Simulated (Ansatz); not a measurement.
```yaml
crystal:
  periodic: [false, false, false]
  atoms:
    - {symbol: N, position_ang: [-0.589906, 0.677759, 0.712229]}
    - {symbol: V, position_ang: [0.228095, -0.265779, -0.274022]}
    - {symbol: F, position_ang: [0.917536, -1.544881, 0.652886]}
    - {symbol: F, position_ang: [-0.864221, -0.887555, -1.453333]}
    - {symbol: F, position_ang: [1.460889, 0.677886, -1.022520]}
    - {symbol: H, position_ang: [-1.110494, 1.278570, 1.338659]}
basis:
  gaussian: {orbitals: def2-TZVPPP, final_grid: {core_spheres: 20, valence_spheres: 16, degree: 47}}
total_charge: -1
magnetization: {spin_polarized: true, initial_magnetization: 1}
hamiltonian: {xc: {name: revPBE}, dispersion: d3bj}
output: {forces: true}
```

```sh
$ ansatz run in.yaml --threads 4 --pin off --events-out ev --progress --plain --max-ram 10444MiB
```

Task: How does Ansatz answer? (An estimate is asked.)

Result: The calculation gave: The program refused the input.
```
Error: <dir> can't be read: No such file or directory (os error 2)
```
